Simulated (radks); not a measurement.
Results of a calculation; reference values are marked as such.
Charge is removed step by step from the 6s up level of the tungsten ion W+, starting from [Xe] 4f14 5d4 6s(up 1, down 0). Code: a radial shooting solver on a logarithmic mesh with Libxc functionals. Model: scalar-relativistic Kohn-Sham, PBEsol, spin-polarised, spherical densities, finite nucleus; open shells are filled with parallel spins first (spin-orbit coupling, left out, can overturn this in heavy ions); Fermi nuclear charge, rms radius 5.3658 fm.

removed (e)  E - E(0) (eV)  eigenvalue (eV)  E minus straight line (eV)
0                    0.000          -13.068                       0.000
0.25                 3.480          -14.787                      -0.653
0.5                  7.393          -16.527                      -0.874
0.75                11.743          -18.285                      -0.658
1                   16.534          -20.058                       0.000

Removing the whole electron costs 16.534 eV by Delta-SCF, against 13.068 eV from minus the eigenvalue at the starting occupation. Slater's transition state (half an electron removed) gives 16.527 eV. Integrating minus the eigenvalue over the occupation (Janak's theorem) gives 16.539 eV. In this scalar-relativistic scheme the density is built from large components alone, so the theorem holds only approximately. The mean slope of the eigenvalue, de/dn, is 6.99 eV per electron. Ionisation energy of W+ in the NIST Atomic Spectra Database: 16.4 eV (semi-empirical).
